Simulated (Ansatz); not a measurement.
A short molecular-dynamics run on `N[SiH2]C(O)Cl`.

```yaml
crystal:
  periodic: [false, false, false]
  atoms:
    - {symbol: N, position_ang: [-1.405938, -0.200439, -0.557013]}
    - {symbol: Si, position_ang: [0.279195, -0.074665, -0.906845]}
    - {symbol: C, position_ang: [1.012877, 0.188925, 0.822518]}
    - {symbol: O, position_ang: [0.467481, -0.680462, 1.732502]}
    - {symbol: Cl, position_ang: [0.581949, 1.942862, 1.226270]}
    - {symbol: H, position_ang: [-1.923383, 0.636783, -0.334637]}
    - {symbol: H, position_ang: [-1.973050, -0.842152, -1.087082]}
    - {symbol: H, position_ang: [0.691050, -1.393483, -1.455281]}
    - {symbol: H, position_ang: [0.698226, 1.019803, -1.817724]}
    - {symbol: H, position_ang: [2.096494, 0.159468, 0.918639]}
    - {symbol: H, position_ang: [-0.459597, -0.813542, 1.479352]}
basis:
  gaussian: {orbitals: def2-SVP}
hamiltonian: {xc: {name: PBE}}
md: {timestep: 0.5 fs, n_steps: 30, ensemble: nve, temperature: 1000, initial_velocities: maxwell_boltzmann, seed: 826}
```

```sh
$ ansatz run in.yaml --threads 4 --pin off --events-out ev --progress --plain --max-ram 10444MiB
```

| step | time (fs) | potential energy (eV) | kinetic (eV) | T (K) | conserved (eV) |
| --- | --- | --- | --- | --- | --- |
| 0 | 0.0 | -25047.9583 | 1.1633 | 1000 | -25046.7950 |
| 1 | 0.5 | -25047.9582 | 1.1632 | 1000 | -25046.7950 |
| 2 | 1.0 | -25047.9299 | 1.1352 | 976 | -25046.7947 |
| 3 | 1.5 | -25047.8780 | 1.0838 | 932 | -25046.7943 |
| 4 | 2.0 | -25047.8096 | 1.0157 | 873 | -25046.7939 |
| 5 | 2.5 | -25047.7311 | 0.9376 | 806 | -25046.7936 |
| 6 | 3.0 | -25047.6476 | 0.8543 | 734 | -25046.7933 |
| 7 | 3.5 | -25047.5633 | 0.7703 | 662 | -25046.7930 |
| 8 | 4.0 | -25047.4826 | 0.6899 | 593 | -25046.7928 |
| 9 | 4.5 | -25047.4097 | 0.6171 | 530 | -25046.7925 |
| 10 | 5.0 | -25047.3477 | 0.5553 | 477 | -25046.7924 |
| 11 | 5.5 | -25047.2984 | 0.5059 | 435 | -25046.7924 |
| 12 | 6.0 | -25047.2617 | 0.4693 | 403 | -25046.7925 |
| 13 | 6.5 | -25047.2373 | 0.4448 | 382 | -25046.7925 |
| 14 | 7.0 | -25047.2246 | 0.4321 | 371 | -25046.7925 |
| 15 | 7.5 | -25047.2231 | 0.4305 | 370 | -25046.7926 |
| 16 | 8.0 | -25047.2315 | 0.4386 | 377 | -25046.7928 |
| 17 | 8.5 | -25047.2458 | 0.4526 | 389 | -25046.7932 |
| 18 | 9.0 | -25047.2607 | 0.4671 | 401 | -25046.7936 |
| 19 | 9.5 | -25047.2706 | 0.4768 | 410 | -25046.7938 |
| 20 | 10.0 | -25047.2731 | 0.4795 | 412 | -25046.7937 |
| 21 | 10.5 | -25047.2707 | 0.4774 | 410 | -25046.7933 |
| 22 | 11.0 | -25047.2688 | 0.4759 | 409 | -25046.7929 |
| 23 | 11.5 | -25047.2735 | 0.4808 | 413 | -25046.7927 |
| 24 | 12.0 | -25047.2880 | 0.4952 | 426 | -25046.7928 |
| 25 | 12.5 | -25047.3118 | 0.5188 | 446 | -25046.7930 |
| 26 | 13.0 | -25047.3419 | 0.5487 | 472 | -25046.7932 |
| 27 | 13.5 | -25047.3747 | 0.5813 | 500 | -25046.7934 |
| 28 | 14.0 | -25047.4070 | 0.6135 | 527 | -25046.7936 |
| 29 | 14.5 | -25047.4360 | 0.6423 | 552 | -25046.7937 |
| 30 | 15.0 | -25047.4590 | 0.6652 | 572 | -25046.7938 |

Velocities are drawn at the set temperature; a run this short doesn't reach equilibrium.

Frames (Å, forces in eV/Å):

```xyz
11
time=0.0 fs
N    -1.406   -0.200   -0.557   -0.008   -0.246    0.400
Si    0.279   -0.075   -0.907    0.434    0.078   -0.148
C     1.013    0.189    0.823   -0.312   -0.252    0.112
O     0.467   -0.680    1.733    0.636   -0.255    0.407
Cl    0.582    1.943    1.226   -0.141    0.674    0.095
H    -1.923    0.637   -0.335   -0.328    0.563    0.167
H    -1.973   -0.842   -1.087   -0.398   -0.433   -0.356
H     0.691   -1.393   -1.455    0.061   -0.306   -0.148
H     0.698    1.020   -1.818    0.121    0.241   -0.258
H     2.096    0.159    0.919    0.653   -0.034    0.029
H    -0.460   -0.814    1.479   -0.718   -0.030   -0.300
11
time=1.0 fs
N    -1.405   -0.207   -0.559   -0.300   -1.431   -0.262
Si    0.281   -0.074   -0.904    0.481   -0.296   -0.714
C     0.992    0.196    0.823    0.710   -0.433    0.115
O     0.477   -0.684    1.734   -0.308   -0.338    0.238
Cl    0.584    1.946    1.227   -0.103    0.639    0.130
H    -1.876    0.645   -0.360   -0.825    1.219    0.348
H    -2.000   -0.830   -1.126    0.247    0.243    0.210
H     0.658   -1.440   -1.455    0.061    0.271    0.032
H     0.691    1.053   -1.816    0.061   -0.101   -0.059
H     2.089    0.108    0.897    0.256    0.288   -0.039
H    -0.458   -0.818    1.463   -0.280   -0.060    0.000
11
time=2.0 fs
N    -1.404   -0.215   -0.560   -0.878   -1.709   -0.642
Si    0.282   -0.073   -0.901    0.473   -0.603   -1.206
C     0.971    0.202    0.824    1.761   -0.653    0.098
O     0.485   -0.689    1.735   -1.266   -0.418    0.047
Cl    0.587    1.948    1.227   -0.071    0.609    0.164
H    -1.837    0.663   -0.383   -0.890    1.170    0.340
H    -2.025   -0.815   -1.164    0.758    0.707    0.678
H     0.625   -1.484   -1.453    0.102    0.751    0.172
H     0.685    1.085   -1.815    0.012   -0.411    0.117
H     2.083    0.059    0.874   -0.208    0.635   -0.087
H    -0.460   -0.823    1.446    0.207   -0.078    0.317
11
time=3.0 fs
N    -1.403   -0.224   -0.562   -1.499   -0.969   -0.673
Si    0.284   -0.072   -0.899    0.389   -0.827   -1.574
C     0.952    0.208    0.825    2.618   -0.873    0.051
O     0.494   -0.693    1.736   -1.997   -0.462   -0.099
Cl    0.589    1.952    1.227   -0.045    0.580    0.197
H    -1.806    0.693   -0.402   -0.614    0.399    0.209
H    -2.042   -0.794   -1.195    1.002    0.860    0.904
H     0.594   -1.520   -1.451    0.180    1.095    0.261
H     0.678    1.113   -1.813   -0.016   -0.655    0.245
H     2.075    0.016    0.851   -0.552    0.963   -0.098
H    -0.459   -0.829    1.433    0.534   -0.111    0.577
11
time=4.0 fs
N    -1.404   -0.234   -0.565   -1.829    0.264   -0.452
Si    0.285   -0.071   -0.897    0.223   -0.976   -1.797
C     0.935    0.214    0.826    3.177   -1.049   -0.023
O     0.500   -0.698    1.738   -2.393   -0.456   -0.163
Cl    0.591    1.955    1.228   -0.025    0.548    0.226
H    -1.781    0.727   -0.420   -0.287   -0.594    0.089
H    -2.050   -0.765   -1.217    0.948    0.726    0.840
H     0.564   -1.547   -1.446    0.283    1.296    0.299
H     0.672    1.136   -1.809   -0.020   -0.817    0.316
H     2.063   -0.018    0.827   -0.689    1.224   -0.073
H    -0.454   -0.837    1.425    0.613   -0.165    0.738
11
time=5.0 fs
N    -1.406   -0.243   -0.568   -1.700    1.477   -0.045
Si    0.287   -0.071   -0.896   -0.019   -1.067   -1.875
C     0.920    0.218    0.827    3.412   -1.153   -0.111
O     0.506   -0.703    1.739   -2.426   -0.400   -0.130
Cl    0.593    1.958    1.228   -0.011    0.509    0.251
H    -1.758    0.754   -0.436   -0.090   -1.348    0.049
H    -2.050   -0.729   -1.232    0.607    0.362    0.481
H     0.536   -1.561   -1.438    0.401    1.365    0.289
H     0.665    1.150   -1.802   -0.001   -0.894    0.328
H     2.044   -0.040    0.802   -0.606    1.388   -0.019
H    -0.443   -0.845    1.424    0.435   -0.240    0.782
11
time=6.0 fs
N    -1.409   -0.251   -0.571   -1.170    2.391    0.495
Si    0.289   -0.071   -0.895   -0.314   -1.111   -1.815
C     0.909    0.222    0.828    3.321   -1.177   -0.192
O     0.510   -0.708    1.740   -2.117   -0.292   -0.014
Cl    0.596    1.962    1.229   -0.004    0.464    0.271
H    -1.737    0.770   -0.452   -0.053   -1.680    0.094
H    -2.043   -0.690   -1.242    0.053   -0.129   -0.120
H     0.513   -1.562   -1.427    0.525    1.307    0.236
H     0.658    1.156   -1.791    0.039   -0.884    0.282
H     2.019   -0.049    0.777   -0.315    1.437    0.055
H    -0.428   -0.856    1.430    0.035   -0.325    0.707
11
time=7.0 fs
N    -1.413   -0.258   -0.574   -0.505    2.795    0.982
Si    0.291   -0.072   -0.895   -0.633   -1.109   -1.633
C     0.899    0.225    0.828    2.920   -1.128   -0.241
O     0.513   -0.714    1.741   -1.559   -0.140    0.144
Cl    0.598    1.965    1.230   -0.006    0.414    0.286
H    -1.716    0.769   -0.467   -0.152   -1.555    0.207
H    -2.036   -0.652   -1.253   -0.491   -0.572   -0.745
H     0.495   -1.550   -1.414    0.652    1.120    0.140
H     0.652    1.153   -1.778    0.097   -0.787    0.181
H     1.991   -0.045    0.753    0.159    1.365    0.138
H    -0.412   -0.870    1.443   -0.482   -0.402    0.541
11
time=8.0 fs
N    -1.417   -0.263   -0.576   -0.073    2.488    1.082
Si    0.292   -0.073   -0.896   -0.945   -1.046   -1.340
C     0.893    0.226    0.829    2.278   -1.034   -0.239
O     0.515   -0.719    1.743   -0.960    0.027    0.266
Cl    0.600    1.969    1.230   -0.023    0.366    0.298
H    -1.697    0.754   -0.480   -0.361   -0.971    0.367
H    -2.034   -0.619   -1.271   -0.696   -0.771   -1.033
H     0.483   -1.528   -1.400    0.776    0.795    0.001
H     0.647    1.143   -1.763    0.170   -0.606    0.027
H     1.965   -0.027    0.730    0.739    1.188    0.220
H    -0.401   -0.888    1.462   -0.905   -0.434    0.352
11
time=9.0 fs
N    -1.421   -0.266   -0.577   -0.050    1.478    0.610
Si    0.293   -0.074   -0.897   -1.234   -0.903   -0.952
C     0.888    0.227    0.829    1.573   -0.942   -0.191
O     0.516   -0.725    1.744   -0.584    0.157    0.277
Cl    0.602    1.973    1.231   -0.059    0.323    0.307
H    -1.681    0.730   -0.490   -0.648    0.007    0.549
H    -2.038   -0.593   -1.299   -0.418   -0.683   -0.769
H     0.478   -1.499   -1.386    0.892    0.333   -0.179
H     0.643    1.127   -1.748    0.253   -0.351   -0.170
H     1.946    0.002    0.709    1.259    0.953    0.301
H    -0.399   -0.910    1.483   -0.985   -0.372    0.216
11
time=10.0 fs
N    -1.425   -0.268   -0.578   -0.288    0.183   -0.216
Si    0.294   -0.076   -0.898   -1.494   -0.670   -0.501
C     0.884    0.227    0.829    1.073   -0.900   -0.132
O     0.517   -0.730    1.746   -0.552    0.211    0.175
Cl    0.605    1.977    1.232   -0.117    0.293    0.318
H    -1.671    0.705   -0.494   -0.934    1.090    0.710
H    -2.046   -0.574   -1.334    0.135   -0.446   -0.131
H     0.482   -1.466   -1.373    0.993   -0.235   -0.383
H     0.642    1.108   -1.735    0.341   -0.048   -0.387
H     1.939    0.040    0.691    1.480    0.716    0.396
H    -0.406   -0.936    1.507   -0.637   -0.193    0.153
11
time=11.0 fs
N    -1.430   -0.270   -0.579   -0.585   -0.672   -0.992
Si    0.294   -0.078   -0.900   -1.719   -0.382   -0.048
C     0.881    0.227    0.829    0.979   -0.902   -0.107
O     0.517   -0.735    1.747   -0.736    0.201    0.035
Cl    0.607    1.981    1.233   -0.198    0.275    0.331
H    -1.670    0.691   -0.492   -1.077    1.702    0.795
H    -2.052   -0.559   -1.370    0.638   -0.221    0.522
H     0.495   -1.436   -1.364    1.067   -0.814   -0.579
H     0.644    1.088   -1.725    0.421    0.250   -0.591
H     1.946    0.085    0.677    1.245    0.495    0.521
H    -0.418   -0.963    1.532   -0.035    0.068    0.113
11
time=12.0 fs
N    -1.435   -0.273   -0.580   -0.860   -0.578   -1.442
Si    0.294   -0.080   -0.902   -1.882   -0.129    0.311
C     0.879    0.225    0.829    1.256   -0.893   -0.122
O     0.517   -0.741    1.749   -0.900    0.179   -0.064
Cl    0.609    1.985    1.234   -0.295    0.267    0.346
H    -1.680    0.693   -0.482   -0.965    1.402    0.758
H    -2.053   -0.546   -1.402    0.910   -0.079    0.952
H     0.519   -1.413   -1.361    1.093   -1.241   -0.711
H     0.650    1.071   -1.721    0.474    0.478   -0.732
H     1.964    0.135    0.667    0.633    0.258    0.663
H    -0.431   -0.990    1.558    0.536    0.334    0.042
11
time=13.0 fs
N    -1.440   -0.275   -0.583   -1.030    0.267   -1.483
Si    0.293   -0.082   -0.903   -1.937   -0.015    0.480
C     0.878    0.223    0.829    1.682   -0.823   -0.141
O     0.517   -0.746    1.751   -0.868    0.203   -0.097
Cl    0.611    1.989    1.235   -0.403    0.264    0.360
H    -1.698    0.708   -0.464   -0.643    0.413    0.599
H    -2.045   -0.535   -1.424    0.911   -0.035    1.071
H     0.553   -1.402   -1.364    1.039   -1.356   -0.725
H     0.660    1.058   -1.724    0.478    0.574   -0.770
H     1.988    0.187    0.664   -0.102   -0.026    0.783
H    -0.439   -1.013    1.585    0.871    0.534   -0.076
11
time=14.0 fs
N    -1.446   -0.278   -0.586   -0.973    1.265   -1.146
Si    0.292   -0.084   -0.905   -1.838   -0.083    0.417
C     0.878    0.221    0.829    2.038   -0.692   -0.125
O     0.516   -0.750    1.752   -0.567    0.308   -0.075
Cl    0.613    1.993    1.237   -0.514    0.260    0.371
H    -1.723    0.727   -0.442   -0.261   -0.662    0.371
H    -2.028   -0.523   -1.436    0.658   -0.080    0.859
H     0.597   -1.404   -1.375    0.880   -1.106   -0.603
H     0.675    1.051   -1.734    0.422    0.513   -0.686
H     2.012    0.239    0.669   -0.723   -0.348    0.844
H    -0.439   -1.031    1.611    0.877    0.625   -0.226
11
time=15.0 fs
N    -1.453   -0.280   -0.591   -0.633    2.015   -0.507
Si    0.289   -0.086   -0.906   -1.578   -0.273    0.165
C     0.880    0.218    0.829    2.207   -0.536   -0.057
O     0.515   -0.755    1.754    0.010    0.505   -0.024
Cl    0.615    1.997    1.238   -0.622    0.258    0.374
H    -1.750    0.739   -0.415    0.059   -1.415    0.139
H    -2.005   -0.512   -1.441    0.199   -0.202    0.335
H     0.649   -1.416   -1.390    0.616   -0.596   -0.378
H     0.694    1.048   -1.751    0.307    0.323   -0.498
H     2.028    0.288    0.682   -1.109   -0.669    0.836
H    -0.431   -1.044    1.635    0.544    0.590   -0.385
```

Run time 34 s (4 threads of an Arm Neoverse V2 on a shared host); peak host memory 0.46 GiB.
